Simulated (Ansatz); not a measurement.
Consider the ligand exchange at the Si–N bond: `[SiH3]N[SiH2]S` + NH₃ → `N[SiH2]S` + `N[SiH3]`.

Gas-phase electronic energies from Ansatz, PBE0-D4/def2-TZVP geometries. CCSD(T)/CBS is the MP2 limit (def2-TZVPP, def2-QZVPP) plus CCSD(T) − MP2 in def2-TZVPP, frozen cores. This one scheme is used for every species. DFT in def2-TZVPP. B3LYP here is the variant with VWN-RPA as its local correlation; programs differ in this. Each species was taken in one conformer, which may not be the lowest.

```tsv
level	ΔE (kJ/mol)	difference from CCSD(T)/CBS
r2SCAN-D4	14.8	-3.1
PBE0-D4	16.1	-1.8
B3LYP-D4	16.4	-1.5
ωB97X-V	14.4	-3.5
ωB97M-V	15.0	-2.9
PBE	11.7	-6.2
r2SCAN	13.4	-4.5
B3LYP	9.6	-8.3
HF/def2-TZVPP	9.7	-8.2
MP2/def2-TZVPP	18.9	1.0
SCS-MP2/def2-TZVPP	17.5	-0.4
CCSD/def2-TZVPP	17.1	-0.8
CCSD(T)/def2-TZVPP	18.8	0.9
HF/def2-QZVPP	9.8	-8.1
MP2/def2-QZVPP	18.4	0.5
CCSD/CBS(def2)	16.2	-1.7
CCSD(T)/CBS	17.9	0
```

Largest T1 diagnostic among the species: 0.011.

In def2-TZVPP, CCSD(T) changes the Hartree–Fock value by +9.1 kJ/mol (the triples alone add +1.7 kJ/mol) and MP2 by +9.2 kJ/mol. The D4 term adds +6.8 kJ/mol with B3LYP and +4.0 kJ/mol with PBE0; it sums over pairs of atoms, weighted by their polarisabilities, and B3LYP, whose exchange is more repulsive, gets the larger term.
